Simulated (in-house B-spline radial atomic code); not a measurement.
Results of a calculation; reference values are marked as such.
# Making a Troullier-Martins p channel for Al, r_c = 0.81 bohr

Al, [Ne] 3s2 3p1, non-relativistic PBE, spherical and spin-unpolarised, from an all-electron radial atomic-structure program (B-spline basis) (atomic units). The all-electron 2p level is ε = -2.560804 hartree and its outer maximum at 0.43 bohr.

Inside r_c the pseudo-orbital is u(r) = r^2 exp(p(r)), with p = c0 + c2 r² + c4 r⁴ + … + c12 r¹². The seven coefficients follow from p and its first four derivatives at r_c, from zero curvature of the screened potential at the origin, c4 = −c2²/(2l + 5), and from the norm inside r_c. At r_c the all-electron orbital has P = 0.8650299, P' = -1.278673, the screened potential V = -3.83263, V' = 8.980509, V'' = -30.78604, and the norm inside is Q = 0.7844395.

(1) What are p, p' and p'' at r_c?

For a trial c2 the five matching conditions are linear in c0, c6, c8, c10 and c12, and c2 is varied until the norm inside r_c equals Q. The root nearest zero gives:

```csv
n,c_n
0,3.074768
2,-6.0004
4,-5.143543
6,37.43093
8,-67.62466
10,55.0826
12,-17.35941
```

(2) Check c4 and p(r_c), and find the screened pseudopotential at the origin.

Orbitals and screened potentials:

| r (bohr) | P | u | V all-electron | V pseudo |
| --- | --- | --- | --- | --- |
| 0.081 | 0.2711 | 0.1365 | -129.5 | -32.51 |
| 0.202 | 0.8488 | 0.6871 | -39.22 | -30.82 |
| 0.324 | 1.165 | 1.185 | -19.37 | -24.14 |
| 0.446 | 1.233 | 1.307 | -11.4 | -13.88 |
| 0.567 | 1.158 | 1.186 | -7.436 | -6.41 |
| 0.688 | 1.021 | 1.023 | -5.209 | -4.376 |
| 0.81 | 0.865 | 0.865 | -3.833 | -3.833 |

Logarithmic derivatives P'/P at R = 1.11 bohr, for energies E around ε:

```tsv
E − ε (hartree)	all-electron	pseudo
-0.5	0.185104	0.190441
-0.25	-0.562313	-0.560042
-0.1	-1.22044	-1.21993
0	-1.81184	-1.81189
0.1	-2.60064	-2.59966
0.25	-4.46442	-4.45205
0.5	-14.8251	-14.501
```

(3) With P(R) = 0.5244225 and a norm of 0.9286295 inside R, what slope in energy does norm conservation fix?

## Answers

(1) p = ln(P/r_c^2) = ln(0.8650299/0.6561) = 0.27645. p' = P'/P − 2/r_c = -1.47818 − 2.46914 = -3.94732. The radial equation gives p'' = 2(V − ε) − 2(2) p'/r_c − p'² = -2.54365 − (-19.49293) − 15.58133 = 1.36795. Differentiating, p''' = 2V' + 2(2)p'/r_c² − 2(2)p''/r_c − 2p'p'' = -2.0602, and p'''' = 2V'' − 4(2)p'/r_c³ + 4(2)p''/r_c² − 2(2)p'''/r_c − 2p''² − 2p'p''' = 4.6952.

(2) −c2²/7 = -5.14354, as listed. The terms c_n r_c^n are 3.07477, -3.93686, -2.21413, 10.57160, -12.53099, 6.69676, -1.38470, which sum to 0.27645. Inverting the radial equation, V_l(r) = ε + 2 p'/r + (p'' + p'²)/2, so V_l(0) = ε + (2l + 3) c2 = -2.560804 + 5 × (-6.0004) = -32.5628 hartree, finite where the all-electron potential diverges.

(3) d(P'/P)/dE = −2 × (norm inside R)/P(R)² = -6.7532 per hartree·bohr at E = ε, for both atoms, since orbital and norm agree at R. Differences over ±0.1 hartree give -6.9010 (all-electron) and -6.8986 (pseudo), which also hold third-order terms. Half a hartree below ε the two curves differ by +0.0053.
